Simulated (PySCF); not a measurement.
SMILES CC(=O)c1cccc(C)c1 (C₉H₁₀O) (GFN2-xTB optimised geometry):

```
20

C     -2.904    -1.803     0.068
C     -1.396    -1.813    -0.003
O     -0.774    -2.850    -0.060
C     -0.709    -0.495     0.000
C     -1.385     0.723    -0.001
C     -0.668     1.905    -0.003
C      0.716     1.889    -0.001
C      1.412     0.684     0.000
C      2.909     0.666     0.022
C      0.686    -0.495     0.000
H     -3.267    -2.828     0.093
H     -3.316    -1.299    -0.803
H     -3.236    -1.281     0.963
H     -2.463     0.760    -0.005
H     -1.192     2.850    -0.006
H      1.264     2.820    -0.003
H      3.316     1.484    -0.568
H      3.291    -0.275    -0.364
H      3.266     0.782     1.046
H      1.191    -1.451    -0.001
```

Computed with PBE0/def2-SVP (PySCF).

Problem. What are the frontier orbital energies and the dipole moment?

Solution. HOMO-2 -7.46 eV, HOMO-1 -7.28 eV, HOMO -7.16 eV, LUMO -1.46 eV, LUMO+1 -0.20 eV; dipole moment 2.89 D.

Meta-Löwdin charges at PBE0/def2-SVP: C1 -0.35, C2 0.36, O3 -0.41, C4 -0.05, C5 -0.11, C6 -0.11, C7 -0.10, C8 0.03, C9 -0.31, C10 -0.10, H11 0.12, H12 0.12, H13 0.12, H14 0.11, H15 0.11, H16 0.11, H17 0.11, H18 0.11, H19 0.12, H20 0.12.
